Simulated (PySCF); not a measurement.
H2O2V, SMILES [OH][V][OH] (connectivity only; charge and spin as stated), neutral, multiplicity 4. Atoms are numbered in the order given.

```xyz
5

V      0.0000     0.0000     0.0000
O      0.0000     0.0000     1.7744
H      0.0000     0.0000     2.7260
O      0.0000     0.0000    -1.7744
H      0.0000     0.0000    -2.7260
```
Charge 0, spin multiplicity 4.

Geometry: PBE0-D3(BJ)/def2-TZVP. The multiplicity is an assumed one; other spin states were not compared. Other conformers were not sampled.

Computed with PySCF with PBE/def2-TZVPD.

Isolated molecule, no solvent.

Computed frontier levels, dipole moment and polarisability:
* **α spin, highest occupied and lowest empty level**: -4.13 and -2.56 eV
* **β spin, highest occupied and lowest empty level**: -7.54 and -2.31 eV
* **dipole moment**: 0.00 D
* **mean static polarisability**: 54.0 bohr³ (8.01 Å³)
* **polarisability, principal values**: 48.9, 48.9, 64.2 bohr³
* **⟨S²⟩**: 3.771 (pure state 3.75)
